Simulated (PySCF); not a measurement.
Coordinates in bohr (charge 0 multiplicity 4):
```
Ir    0.0000    0.0000    0.0000
Cl    0.0000    0.0000    4.1793
Cl    0.0000    0.0000   -4.1793
```

Level of theory: UPBE0 in PySCF with Ir def2-SVP with ECP60, Cl def2-SVP; scalar-relativistic core potentials, no spin–orbit coupling; density-fitted integrals.

This geometry of IrCl2 is a stationary point at this level.

Problem. What is the point group?

Solution. D∞h.

Problem. Is it a minimum?

Solution. Yes: all harmonic wavenumbers are real.

Problem. List the harmonic modes with their infrared intensities.

Solution. 
```json
{"symmetry": "πu", "ω (cm⁻¹)": "70", "IR (km/mol, summed over degenerate members)": "2.2"}
{"symmetry": "σg+", "ω (cm⁻¹)": "396", "IR (km/mol, summed over degenerate members)": "0.0"}
{"symmetry": "σu+", "ω (cm⁻¹)": "415", "IR (km/mol, summed over degenerate members)": "86.0"}
```

Problem. Give the ideal-gas entropy at 298.15 K and 1 bar by parts.

Solution. translation 178.3, rotation 71.9, vibration 42.7, spin 11.5; total 304.5 J/(mol K).

In D∞h the vibrations span πu + σg+ + σu+. The σg+ mode carries no infrared intensity, as symmetry demands. With a centre of inversion only u modes can be infrared active and only g modes Raman active.

Only a few start shapes were tried, so a lower isomer may exist. Other spin states or occupations of the open shell can lie lower. With an element this heavy the missing spin–orbit coupling can shift these numbers.
